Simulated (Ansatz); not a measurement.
`[CH3][GeH2][SiH2]Cl` + `O[SiH](F)[SeH]` → `[CH3][GeH2][SeH]` + `O[SiH](F)[SiH2]Cl`  (redistribution)

Computed with Ansatz on PBE0-D4/def2-TZVP structures; ΔE is electronic, products minus reactants. CCSD(T)/CBS is the MP2 limit (def2-TZVPP, def2-QZVPP) plus CCSD(T) − MP2 in def2-TZVPP, frozen cores. Functionals use def2-TZVPP. B3LYP here is the variant with VWN-RPA as its local correlation; programs differ in this. For Ge, Se outer-core shells are correlated without core-valence functions, which leaves a few kJ/mol of doubt a bond. Scalar relativity is left out up to krypton. Each species was taken in one conformer, which may not be the lowest.

`[CH3][GeH2][SiH2]Cl`:

Z-matrix (Å, degrees):
```
C
Ge 1 1.956
H 1 1.090 2 110.1
H 1 1.090 2 110.3 3 -120.2
H 1 1.090 2 109.8 3 120.0
Si 2 2.380 1 110.1 3 -177.3
H 2 1.543 1 110.5 3 62.1
H 2 1.540 1 110.3 3 -57.3
Cl 6 2.069 2 108.2 1 52.5
H 6 1.485 2 113.0 1 171.5
H 6 1.486 2 112.0 1 -65.3
```

`O[SiH](F)[SeH]`:

```xyz
7

O    -0.788    0.185    1.240
Si   -0.249    0.449   -0.271
F     0.324    1.926   -0.441
Se    1.520   -0.860   -0.812
H    -0.139    0.080    1.938
H    -1.420    0.295   -1.148
H     0.752   -2.076   -0.507
```

`[CH3][GeH2][SeH]`:

Z-matrix (Å, degrees):
```
C
Ge 1 1.949
H 1 1.090 2 109.8
H 1 1.090 2 110.1 3 -119.8
H 1 1.092 2 110.1 3 120.3
Se 2 2.363 1 110.8 3 57.9
H 2 1.540 1 111.0 3 179.5
H 2 1.538 1 111.8 3 -57.5
H 6 1.469 2 92.9 1 63.8
```

`O[SiH](F)[SiH2]Cl`:

Cartesian coordinates in Å:
```
O -0.858 0.632 1.676
Si 0.471 0.688 0.731
F 0.645 2.131 0.064
Si 0.196 -0.855 -1.022
Cl -1.843 -0.833 -1.402
H -1.705 0.501 1.241
H 1.633 0.473 1.620
H 0.900 -0.498 -2.278
H 0.562 -2.239 -0.629
```

| level | ΔE (kJ/mol) | difference from CCSD(T)/CBS |
| --- | --- | --- |
| PBE-D4 | 30.7 | -4.8 |
| B3LYP-D4 | 29.9 | -5.6 |
| B2PLYP | 31.8 | -3.7 |
| HF/def2-TZVPP | 26.5 | -9.0 |
| SCS-MP2/def2-TZVPP | 33.1 | -2.4 |
| CCSD(T)/def2-TZVPP | 33.2 | -2.3 |
| HF/def2-QZVPP | 26.4 | -9.1 |
| MP2/def2-QZVPP | 37.7 | 2.2 |
| MP2/CBS(def2) | 38.8 | 3.3 |
| CCSD/CBS(def2) | 35.2 | -0.3 |
| CCSD(T)/CBS | 35.5 | 0 |

Largest T1 diagnostic among the species: 0.012.

In def2-TZVPP, CCSD(T) changes the Hartree–Fock value by +6.7 kJ/mol (the triples alone add +0.4 kJ/mol) and MP2 by +10.0 kJ/mol.
